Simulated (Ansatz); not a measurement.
Two isomers of C8H16: A = `CCC1CCCCC1`, B = `CC1(C)CCCCC1`.

Gas-phase electronic energies from Ansatz, PBE0-D4/def2-TZVP geometries. CCSD(T)/CBS adds triple-zeta CCSD(T) − MP2 to the extrapolated MP2 energy (def2 sets, frozen cores). DFT in def2-TZVPP. B3LYP here is the variant with VWN-RPA as its local correlation; programs differ in this. Each species was taken in one conformer, which may not be the lowest.

A:

Z-matrix (Å, degrees):
```
C
C 1 1.520
H 1 1.094 2 111.0
H 1 1.092 2 112.0 3 120.3
H 1 1.092 2 111.1 3 -119.7
C 2 1.524 1 114.7 3 -56.4
H 2 1.097 1 109.7 3 -179.0
H 2 1.096 1 109.1 3 65.4
C 6 1.525 2 110.8 1 172.6
C 6 1.526 2 112.7 1 -63.7
H 6 1.101 2 107.8 1 55.0
C 9 1.522 6 112.5 2 179.9
H 9 1.095 6 109.7 2 -57.0
H 9 1.099 6 108.6 2 58.9
C 10 1.523 6 112.2 2 -178.6
H 10 1.099 6 108.5 2 -57.7
H 10 1.094 6 110.4 2 58.6
C 12 1.522 9 111.3 6 -55.5
H 12 1.094 9 110.2 6 -178.4
H 12 1.097 9 109.2 6 65.0
H 15 1.097 10 109.1 6 -65.2
H 15 1.094 10 110.1 6 178.3
H 18 1.097 12 109.2 9 -65.6
H 18 1.094 12 110.4 9 177.6
```

B:

Z-matrix (Å, degrees):
```
C
C 1 1.527
H 1 1.094 2 110.5
H 1 1.094 2 110.5 3 119.2
H 1 1.091 2 112.7 3 -120.4
C 2 1.534 1 110.7 3 -179.2
C 2 1.534 1 110.7 3 60.0
C 2 1.524 1 108.5 3 -59.6
C 6 1.522 2 113.7 1 -69.0
H 6 1.096 2 109.3 1 54.9
H 6 1.098 2 108.2 1 170.3
C 7 1.522 2 113.7 1 69.0
H 7 1.096 2 109.3 1 -54.9
H 7 1.098 2 108.2 1 -170.3
H 8 1.094 2 111.0 1 180.0
H 8 1.094 2 111.0 1 -60.0
H 8 1.094 2 111.0 1 60.0
C 9 1.522 6 111.2 2 -55.1
H 9 1.094 6 109.7 2 -177.4
H 9 1.096 6 110.0 2 66.3
H 12 1.096 7 110.0 2 -66.3
H 12 1.094 7 109.7 2 177.4
H 18 1.094 9 110.5 6 177.9
H 18 1.098 9 109.0 6 -65.3
```

(1) Which is lower in electronic energy at CCSD(T)/CBS, and by how much? (An estimate is asked.)

(2) Give E(B) − E(A) in kJ/mol with B3LYP, ωB97M-V, CCSD(T)/def2-TZVPP, CCSD/def2-TZVPP, r2SCAN-D4, MP2/def2-TZVPP, B3LYP-D4. (Best estimate.)

Largest T1 diagnostic: 0.009.

Results:

(1) The calculation gave: B, by 7.4 kJ/mol.

(2) Computed: B3LYP 3.1, ωB97M-V -6.8, CCSD(T)/def2-TZVPP -8.2, CCSD/def2-TZVPP -6.0, r2SCAN-D4 -5.5, MP2/def2-TZVPP -11.5, B3LYP-D4 -4.2. The order is the other way round with B3LYP.

In def2-TZVPP, CCSD(T) changes the Hartree–Fock value by −13.6 kJ/mol (the triples alone add −2.2 kJ/mol) and MP2 by −16.9 kJ/mol. The D4 term adds −7.3 kJ/mol with B3LYP and −4.0 kJ/mol with PBE0; it sums over pairs of atoms, weighted by their polarisabilities, and B3LYP, whose exchange is more repulsive, gets the larger term.
